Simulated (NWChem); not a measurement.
System: AlNH₂F₂; SMILES [NH2][Al]([F])[F]

The following NWChem deck was run.

```
start job
memory heap 200 mb stack 900 mb global 1100 mb
geometry units angstroms noautosym nocenter noautoz
  Al    -0.000422    -0.035314     0.000000
  F     -1.429519    -0.869354     0.000000
  F      1.409905    -0.900741     0.000000
  N      0.019471     1.713449     0.000000
  H      0.859331     2.279631     0.000000
  H     -0.806595     2.299529     0.000000
end
basis spherical
  Al library cc-pvtz
  F library cc-pvtz
  N library cc-pvtz
  H library cc-pvtz
end
dft
  xc hfexch
  iterations 150
end
property
  efieldgrad
end
task dft property
```

Excerpt of the output:

```
             Northwest Computational Chemistry Package (NWChem) 7.3.0
             --------------------------------------------------------

                             Geometry "geometry" -> ""
                             -------------------------

 Output coordinates in angstroms (scale by  1.889725989 to convert to a.u.)

  No.       Tag          Charge          X              Y              Z
 ---- ---------------- ---------- -------------- -------------- --------------
    1 Al                  13.0000    -0.00042200    -0.03531400     0.00000000
    2 F                    9.0000    -1.42951900    -0.86935400     0.00000000
    3 F                    9.0000     1.40990500    -0.90074100     0.00000000
    4 N                    7.0000     0.01947100     1.71344900     0.00000000
    5 H                    1.0000     0.85933100     2.27963100     0.00000000
    6 H                    1.0000    -0.80659500     2.29952900     0.00000000

 Effective nuclear repulsion energy (a.u.)     158.5807920085

  xc_inp: hfexch multiplicative factor not found.
                              NWChem Property Module
                              ----------------------

  itol2e modified to match energy
  convergence criterion.

                                 NWChem DFT Module
                                 -----------------

 Summary of "ao basis" -> "ao basis" (spherical)
 ------------------------------------------------------------------------------
       Tag                 Description            Shells   Functions and Types
 ---------------- ------------------------------  ------  ---------------------
 Al                         cc-pvtz                 12       34   5s4p2d1f
 F                          cc-pvtz                 10       30   4s3p2d1f
 N                          cc-pvtz                 10       30   4s3p2d1f
 H                          cc-pvtz                  6       14   3s2p1d

  itol2e modified to match energy
  convergence criterion.

            General Information
            -------------------
          SCF calculation type: DFT
          Wavefunction type:  closed shell.
          No. of atoms     :     6
          No. of electrons :    40
           Alpha electrons :    20
            Beta electrons :    20
          Charge           :     0
          Spin multiplicity:     1
          Use of symmetry is: off; symmetry adaption is: off
          Maximum number of iterations: 150
          AO basis - number of functions:   152
                     number of shells:    54
          Convergence on energy requested:  1.00D-07
          Convergence on density requested:  1.00D-05
          Convergence on gradient requested:  5.00D-04

              XC Information
              --------------
                     Hartree-Fock (Exact) Exchange  1.000

      Superposition of Atomic Density Guess
      -------------------------------------

 Sum of atomic energies:        -496.01255425

      Non-variational initial energy
      ------------------------------

 Total energy =    -496.648299
 1-e energy   =   -1004.690375
 2-e energy   =     349.461284
 HOMO         =      -0.373092
 LUMO         =      -0.063615

   convergence    iter        energy       DeltaE   RMS-Dens  Diis-err
 ---------------- ----- ----------------- --------- --------- ---------
 d= 0,ls=0.0,diis     1   -496.6288796800 -6.55D+02  3.24D-03  9.55D-01
 d= 0,ls=0.0,diis     2   -496.6931892578 -6.43D-02  1.00D-03  4.15D-01
 d= 0,ls=0.0,diis     3   -496.7208751041 -2.77D-02  2.35D-04  2.45D-03
 d= 0,ls=0.0,diis     4   -496.7215074413 -6.32D-04  6.73D-05  2.40D-04
 d= 0,ls=0.0,diis     5   -496.7215653230 -5.79D-05  2.42D-05  5.19D-05
  Resetting Diis
 d= 0,ls=0.0,diis     6   -496.7215746753 -9.35D-06  1.10D-05  3.16D-06
 d= 0,ls=0.0,diis     7   -496.7215758599 -1.18D-06  2.13D-06  2.11D-07
 d= 0,ls=0.0,diis     8   -496.7215759205 -6.06D-08  1.08D-06  4.34D-08

[...]

          -----------------------
          Electric field gradient
          -----------------------

 1 a.u. = 0.324123 10**(16) esu/cm**3  ( or statvolts/cm**2 ) = 0.97174 10**(22) v/m**2

 ------------------------------------------------------------
   Atom      X         Y         Z
 ------------------------------------------------------------
    1 Al  -0.00080  -0.06673   0.00000
 ------------------------------------------------------------

 Electric field gradient in molecular frame (a.u.)
         XX             YY             ZZ             XY             XZ             YZ
 ------------------------------------------------------------------------------------------
        0.339883       0.730521      -1.070404       0.004551      -0.000000      -0.000000

 Principal components (a.u.) and orientation
 of principal axis w.r.t. absolute frame                      Asymmetry parameter eta
 --------------------------------------------------------------------------------------
       -1.070404       0.730574       0.339830                       0.365044

        0.000000       0.011648       0.999932
        0.000000       0.999932      -0.011648
        1.000000       0.000000       0.000000

 ------------------------------------------------------------
   Atom      X         Y         Z
 ------------------------------------------------------------
    2 F   -2.70140  -1.64284   0.00000
 ------------------------------------------------------------

 Electric field gradient in molecular frame (a.u.)
         XX             YY             ZZ             XY             XZ             YZ
 ------------------------------------------------------------------------------------------
       -0.374118       0.179441       0.194677      -0.452655      -0.000000       0.000000

 Principal components (a.u.) and orientation
 of principal axis w.r.t. absolute frame                      Asymmetry parameter eta
 --------------------------------------------------------------------------------------
       -0.627908       0.433231       0.194677                       0.379919

        0.872257      -0.489047       0.000000
        0.489047       0.872257       0.000000
        0.000000       0.000000       1.000000

 ------------------------------------------------------------
   Atom      X         Y         Z
 ------------------------------------------------------------
    3 F    2.66433  -1.70215   0.00000
 ------------------------------------------------------------

 Electric field gradient in molecular frame (a.u.)
         XX             YY             ZZ             XY             XZ             YZ
 ------------------------------------------------------------------------------------------
       -0.353988       0.159335       0.194653       0.464376      -0.000000      -0.000000

 Principal components (a.u.) and orientation
 of principal axis w.r.t. absolute frame                      Asymmetry parameter eta
 --------------------------------------------------------------------------------------
       -0.627912       0.433258       0.194653                       0.379998

        0.861317       0.508068       0.000000
       -0.508068       0.861317       0.000000
        0.000000       0.000000       1.000000

 ------------------------------------------------------------
   Atom      X         Y         Z
 ------------------------------------------------------------
    4 N    0.03679   3.23795   0.00000
 ------------------------------------------------------------

 Electric field gradient in molecular frame (a.u.)
         XX             YY             ZZ             XY             XZ             YZ
 ------------------------------------------------------------------------------------------
       -0.607326      -0.163207       0.770533       0.005241       0.000000       0.000000

 Principal components (a.u.) and orientation
 of principal axis w.r.t. absolute frame                      Asymmetry parameter eta
 --------------------------------------------------------------------------------------
        0.770533      -0.607388      -0.163145                       0.576539

        0.000000       0.999930       0.011799
        0.000000      -0.011799       0.999930
        1.000000       0.000000       0.000000

 ------------------------------------------------------------
   Atom      X         Y         Z
 ------------------------------------------------------------
    5 H    1.62390   4.30788   0.00000
 ------------------------------------------------------------

 Electric field gradient in molecular frame (a.u.)
         XX             YY             ZZ             XY             XZ             YZ
 ------------------------------------------------------------------------------------------
       -0.228041      -0.004801       0.232842      -0.266471       0.000000       0.000000

 Principal components (a.u.) and orientation
 of principal axis w.r.t. absolute frame                      Asymmetry parameter eta
 --------------------------------------------------------------------------------------
       -0.405325       0.232842       0.172484                       0.148912

        0.832573       0.000000      -0.553915
        0.553915       0.000000       0.832573
        0.000000       1.000000       0.000000

 ------------------------------------------------------------
   Atom      X         Y         Z
 ------------------------------------------------------------
    6 H   -1.52424   4.34548   0.00000
 ------------------------------------------------------------

 Electric field gradient in molecular frame (a.u.)
         XX             YY             ZZ             XY             XZ             YZ
 ------------------------------------------------------------------------------------------
       -0.215218      -0.017643       0.232861       0.271541       0.000000       0.000000

[...]
```

Level: Hartree-Fock/cc-pVTZ. Geometry: optimised at PBE0/def2-SVP. NWChem prints the field gradient with the sign opposite to the second derivative of the potential.
